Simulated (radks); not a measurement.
Question: Numerical settings for the carbon ion C3+, [He] 2s1. Method: Dirac Kohn-Sham, BLYP, spin-unpolarised, spherical densities, point nucleus; computed with a radial shooting solver on a logarithmic mesh with Libxc functionals. The defaults (mesh step 0.008 in ln r, mesh end at 40 bohr or more with all orbitals vanishing there, Anderson mixing 0.5 over 9 steps, residual threshold near 1e-9 with the energy settled to 1e-9 hartree or 1e-11 of itself, here a cap of 88 iterations) give E = -34.7616 hartree and 2s1/2 at -56.126 eV in 13 iterations. Run on one thread of a shared host, so times are rough (Arm Neoverse V1): 0.03 s of CPU time, 0.03 s wall, 13 iterations on 2476 mesh points. One setting is changed at a time: mesh step in ln r 0.012; mesh step in ln r 0.2; mesh step in ln r 0.005; mesh end (bohr) 2; mesh end (bohr) 12; residual threshold 0.001; residual threshold 0.01; mixing 1; linear mixing, mixing 0.05; linear mixing, mixing 0.2; mixing history 20; iteration cap 8. Which runs fail to converge, and which converge to a wrong energy?

Answer: Not converged within the cap: mesh step in ln r 0.2; linear mixing, mixing 0.05; linear mixing, mixing 0.2; iteration cap 8. Settings that end as converged yet miss the energy by more than 1 mhartree: mesh end (bohr) 2 (+0.384 hartree).
